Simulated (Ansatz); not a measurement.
Ge2H6Se (`[GeH3][Se][GeH3]`), relaxed with RKS PBE0-D4/def2-TZVP in Ansatz from a PBE-D4/def2-SVP geometry. The force threshold is 0.005 eV/Å; the program also tests the step.

The species carries charge 0 and has multiplicity 1.

Start:

```xyz
9

Ge   -0.189   -1.421   -1.014
Se   -0.976   -0.706    1.113
Ge    0.145    1.390    1.064
H    -0.674   -0.450   -2.124
H    -0.789   -2.833   -1.229
H     1.362   -1.482   -1.022
H    -0.345    2.236   -0.142
H     1.679    1.177    0.956
H    -0.213    2.089    2.398
```

Question: How much energy does the relaxation release, and in how many steps? (Best estimate.)

Answer: Ansatz gave: 1.86 kJ/mol, in 3 steps.

Question: Which bonds change most? (Estimate.)

Answer: Computed: Ge1–Se2 from 2.378 to 2.354 Å; Se2–Ge3 from 2.378 to 2.354 Å; Ge1–H4 from 1.552 to 1.537 Å; Ge3–H7 from 1.552 to 1.537 Å.

Question: Give the relaxed structure. (Estimate.)

Answer: Computed: 
```xyz
9

Ge   -0.188   -1.411   -1.005
Se   -0.964   -0.697    1.099
Ge    0.144    1.379    1.055
H    -0.669   -0.443   -2.099
H    -0.780   -2.809   -1.223
H     1.348   -1.466   -1.007
H    -0.344    2.210   -0.142
H     1.662    1.162    0.946
H    -0.209    2.075    2.376
```
